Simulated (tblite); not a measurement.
A geometry optimisation, step by step.

Compound: C₈H₉B.
Bonds: B1–C2, C2–C3, C3–C4, C4–C5 (aromatic), C5–C6 (aromatic), C6–C7 (aromatic), C7–C8 (aromatic), C8–C9 (aromatic), C3–C9, C4–C9 (aromatic). Hydrogens: H10, H11 on B1; H12, H13 on C2; H14 on C3; H15 on C5; H16 on C6; H17 on C7; H18 on C8.

Computed with GFN2-xTB (tblite), gas phase: L-BFGS steps from a force-field or distance-geometry start until the largest atomic force falls under 0.01 eV/Å. 7 of its 110 geometries are shown.

Step 0: E = -620.6036 eV, largest atomic force 3.157 eV/Å
```
atom  x, y, z in Å  |  force x, y, z in eV/Å
B1     -3.311    0.571    0.074    0.524   1.132   1.147
C2     -2.077   -0.358   -0.241   -1.601  -0.505   0.768
C3     -0.894    0.533   -0.484   -0.006   0.336  -1.224
C4      0.389   -0.108   -0.807    2.081  -0.582   0.594
C5      1.577   -0.739   -1.125   -1.642  -0.545  -2.641
C6      2.668   -0.756   -0.292    0.010   0.287   0.599
C7      2.544   -0.114    0.924    0.785  -0.436  -0.217
C8      1.363    0.509    1.266   -1.564   1.159   1.310
C9      0.260    0.527    0.431    1.869  -0.478   0.183
H10    -3.724    0.558    1.196   -0.309  -0.142  -0.700
H11    -3.384    1.591   -0.530   -0.433  -0.511  -0.047
H12    -1.937   -1.055    0.616    0.419   0.328  -0.671
H13    -2.360   -0.977   -1.102    0.579   0.099  -0.101
H14    -1.091    1.451   -1.089   -0.072  -0.523   0.671
H15     1.647   -1.229   -2.110    0.111   0.068   0.350
H16     3.587   -1.251   -0.571   -0.163   0.036  -0.069
H17     3.409   -0.130    1.591   -0.512   0.209  -0.018
H18     1.325    0.984    2.243   -0.077   0.070   0.066
```

Step 18: E = -621.3117 eV, largest atomic force 0.108 eV/Å
```
atom  x, y, z in Å  |  force x, y, z in eV/Å
B1     -3.269    0.653    0.207    0.022  -0.005  -0.035
C2     -2.079   -0.297   -0.185    0.007   0.009   0.014
C3     -0.823    0.508   -0.520   -0.068  -0.054  -0.064
C4      0.469   -0.171   -0.826   -0.018   0.017  -0.014
C5      1.589   -0.815   -1.238    0.009   0.019   0.008
C6      2.638   -0.752   -0.300    0.007  -0.021  -0.017
C7      2.514   -0.114    0.921    0.038  -0.008  -0.023
C8      1.331    0.538    1.323    0.038  -0.021  -0.005
C9      0.351    0.477    0.389   -0.034   0.063   0.020
H10    -3.886    0.535    1.194    0.033  -0.060  -0.048
H11    -3.520    1.521   -0.538   -0.065   0.037   0.059
H12    -1.821   -1.052    0.561   -0.016  -0.001   0.004
H13    -2.364   -0.842   -1.095    0.001   0.045   0.039
H14    -1.032    1.439   -1.043    0.030  -0.005  -0.029
H15     1.703   -1.321   -2.184    0.022  -0.043  -0.020
H16     3.580   -1.220   -0.549   -0.021  -0.002   0.022
H17     3.363   -0.110    1.589   -0.012   0.005   0.021
H18     1.247    1.027    2.280    0.027   0.026   0.068
```

Step 36: E = -621.3349 eV, largest atomic force 0.152 eV/Å
```
atom  x, y, z in Å  |  force x, y, z in eV/Å
B1     -3.290    0.620    0.245    0.010   0.069   0.023
C2     -2.052   -0.240   -0.209   -0.018   0.055   0.016
C3     -0.797    0.550   -0.574   -0.091  -0.059   0.022
C4      0.489   -0.159   -0.837   -0.093   0.008  -0.120
C5      1.590   -0.853   -1.224   -0.035   0.014   0.068
C6      2.628   -0.790   -0.273    0.033   0.018  -0.051
C7      2.508   -0.112    0.928    0.023  -0.032  -0.039
C8      1.338    0.581    1.299    0.080   0.042  -0.042
C9      0.370    0.537    0.350    0.025  -0.027  -0.034
H10    -3.971    0.268    1.131    0.029  -0.034  -0.085
H11    -3.552    1.621   -0.306    0.061  -0.034   0.002
H12    -1.788   -1.002    0.530    0.058  -0.014  -0.137
H13    -2.360   -0.773   -1.120   -0.034  -0.003   0.104
H14    -0.989    1.459   -1.144   -0.011  -0.046   0.061
H15     1.695   -1.405   -2.148    0.003   0.041   0.068
H16     3.561   -1.283   -0.504    0.002  -0.031   0.055
H17     3.353   -0.117    1.605   -0.067   0.019   0.007
H18     1.260    1.103    2.240    0.024   0.014   0.084
```

Step 54: E = -621.3635 eV, largest atomic force 0.047 eV/Å
```
atom  x, y, z in Å  |  force x, y, z in eV/Å
B1     -3.260    0.574    0.309    0.004   0.003   0.009
C2     -2.020   -0.217   -0.229    0.009  -0.013  -0.011
C3     -0.792    0.591   -0.613    0.011  -0.005  -0.030
C4      0.495   -0.116   -0.872   -0.025  -0.040   0.004
C5      1.567   -0.880   -1.200   -0.016  -0.008   0.003
C6      2.594   -0.832   -0.237    0.004   0.015  -0.018
C7      2.494   -0.088    0.925    0.004  -0.003  -0.007
C8      1.352    0.672    1.248    0.001   0.009   0.004
C9      0.388    0.618    0.295    0.002  -0.027  -0.001
H10    -4.086    0.001    0.906   -0.004   0.014  -0.005
H11    -3.391    1.710    0.070   -0.001   0.020   0.020
H12    -1.711   -1.030    0.433   -0.009  -0.006   0.009
H13    -2.386   -0.718   -1.138   -0.007  -0.001  -0.012
H14    -1.008    1.483   -1.196   -0.006   0.013  -0.007
H15     1.654   -1.480   -2.095    0.023   0.010   0.020
H16     3.492   -1.408   -0.409    0.011   0.010  -0.011
H17     3.320   -0.103    1.621   -0.002   0.009   0.011
H18     1.288    1.229    2.171    0.001   0.001   0.021
```

Step 73: E = -621.3724 eV, largest atomic force 0.018 eV/Å
```
atom  x, y, z in Å  |  force x, y, z in eV/Å
B1     -3.234    0.604    0.354    0.015  -0.009  -0.003
C2     -2.061   -0.232   -0.270    0.004  -0.004  -0.005
C3     -0.802    0.531   -0.641    0.001   0.003   0.005
C4      0.486   -0.189   -0.865   -0.008   0.003   0.006
C5      1.589   -0.909   -1.190   -0.008   0.002   0.001
C6      2.616   -0.810   -0.231   -0.004   0.002   0.002
C7      2.492   -0.057    0.923    0.001   0.007  -0.002
C8      1.328    0.675    1.234   -0.004   0.002   0.002
C9      0.362    0.563    0.288   -0.002   0.008   0.000
H10    -4.170    0.038    0.765   -0.003  -0.004   0.009
H11    -3.200    1.771    0.385    0.007   0.011  -0.001
H12    -1.791   -1.071    0.380    0.010   0.000   0.000
H13    -2.455   -0.707   -1.178   -0.002   0.010  -0.011
H14    -0.989    1.422   -1.238   -0.004  -0.011  -0.011
H15     1.708   -1.505   -2.084   -0.001  -0.004   0.010
H16     3.539   -1.346   -0.403    0.001  -0.003  -0.005
H17     3.320   -0.028    1.617    0.007   0.000  -0.002
H18     1.254    1.256    2.141   -0.009  -0.013   0.004
```

Step 91: E = -621.3732 eV, largest atomic force 0.014 eV/Å
```
atom  x, y, z in Å  |  force x, y, z in eV/Å
B1     -3.222    0.604    0.365    0.002   0.000  -0.001
C2     -2.062   -0.233   -0.280    0.004   0.002   0.001
C3     -0.803    0.530   -0.649    0.007  -0.002  -0.007
C4      0.486   -0.189   -0.868   -0.006  -0.009   0.001
C5      1.588   -0.915   -1.186    0.004   0.007  -0.003
C6      2.616   -0.805   -0.229   -0.001  -0.001   0.011
C7      2.489   -0.050    0.923   -0.002   0.012   0.002
C8      1.320    0.674    1.234   -0.013   0.000   0.006
C9      0.359    0.567    0.283   -0.003  -0.003  -0.007
H10    -4.159    0.042    0.782    0.003  -0.003   0.006
H11    -3.178    1.771    0.408    0.003  -0.002   0.000
H12    -1.789   -1.081    0.357   -0.005  -0.005  -0.004
H13    -2.465   -0.692   -1.192    0.002   0.007   0.004
H14    -0.988    1.417   -1.251   -0.005   0.000  -0.003
H15     1.704   -1.525   -2.070    0.000   0.010   0.002
H16     3.542   -1.335   -0.401    0.001  -0.013  -0.003
H17     3.317   -0.015    1.616    0.006  -0.006   0.000
H18     1.236    1.243    2.148    0.004   0.006  -0.003
```

Step 109: E = -621.3745 eV, largest atomic force 0.008 eV/Å
```
atom  x, y, z in Å  |  force x, y, z in eV/Å
B1     -3.184    0.592    0.414    0.002  -0.006   0.002
C2     -2.065   -0.231   -0.317    0.001  -0.003   0.000
C3     -0.803    0.527   -0.684    0.003   0.000   0.001
C4      0.487   -0.195   -0.881   -0.004   0.001   0.003
C5      1.591   -0.926   -1.177    0.001   0.000  -0.004
C6      2.607   -0.812   -0.207    0.001   0.001   0.002
C7      2.469   -0.040    0.932   -0.002   0.001  -0.001
C8      1.300    0.693    1.219   -0.002   0.003   0.002
C9      0.348    0.573    0.260    0.000   0.003  -0.005
H10    -4.109    0.024    0.848   -0.002   0.001   0.000
H11    -3.118    1.755    0.509    0.002   0.004  -0.002
H12    -1.790   -1.117    0.266   -0.001   0.001  -0.002
H13    -2.505   -0.631   -1.239    0.000   0.001   0.004
H14    -0.983    1.409   -1.296   -0.002   0.001  -0.001
H15     1.718   -1.543   -2.055    0.001  -0.001   0.002
H16     3.530   -1.352   -0.359    0.004   0.000  -0.003
H17     3.290    0.002    1.634   -0.002  -0.007   0.002
H18     1.209    1.279    2.122    0.000   0.001   0.000
```

Problem. Summarise the path.

Solution. The energy falls by 0.7709 eV from step 0 to step 109; nine tenths of that is first reached at step 12. It falls at every step. The largest force goes from 3.157 to 0.008 eV/Å. Among the bonds C5–C6 changes most, from 1.373 to 1.409 Å; the atoms move by 0.393 Å rms after alignment.

Problem. Follow the three bonds and two angles with the largest change from start to end.

Solution. 
```csv
step,E above end (eV),largest force (eV/Å),C5–C6 (Å),C7–C8 (Å),C3–H14 (Å),C4–C5–C6 (°),C7–C8–C9 (°)
0,0.7709,3.157,1.373,1.379,1.116,123.3,122.6
5,0.1270,0.414,1.404,1.409,1.091,112.8,113.5
9,0.0894,0.273,1.410,1.411,1.084,112.4,112.6
14,0.0692,0.184,1.409,1.410,1.088,112.9,113.1
19,0.0614,0.116,1.408,1.408,1.088,113.1,112.8
24,0.0556,0.067,1.410,1.410,1.088,113.0,113.2
28,0.0520,0.078,1.408,1.408,1.088,113.1,113.1
33,0.0470,0.089,1.411,1.411,1.087,113.0,113.1
38,0.0324,0.140,1.406,1.408,1.090,112.9,112.9
43,0.0201,0.096,1.409,1.410,1.087,113.0,113.0
47,0.0145,0.071,1.409,1.408,1.089,113.0,113.1
52,0.0116,0.040,1.409,1.410,1.087,113.0,113.0
57,0.0102,0.032,1.408,1.409,1.088,113.1,113.1
62,0.0078,0.080,1.409,1.410,1.088,113.2,113.2
66,0.0044,0.142,1.408,1.409,1.087,113.1,113.1
71,0.0022,0.022,1.410,1.409,1.088,113.1,113.1
76,0.0019,0.016,1.409,1.409,1.088,113.1,113.1
81,0.0016,0.013,1.409,1.409,1.088,113.1,113.1
85,0.0015,0.013,1.409,1.410,1.088,113.1,113.1
90,0.0013,0.011,1.409,1.409,1.088,113.1,113.1
95,0.0010,0.016,1.409,1.410,1.088,113.1,113.0
100,0.0005,0.038,1.409,1.409,1.088,113.2,113.1
104,0.0001,0.015,1.409,1.409,1.088,113.1,113.1
109,0.0000,0.008,1.409,1.409,1.088,113.1,113.1
```

The cost below is that of the whole relaxation. Hardware: an Arm Neoverse V1 with one thread, on a shared host. Cost: 0.74 s wall.
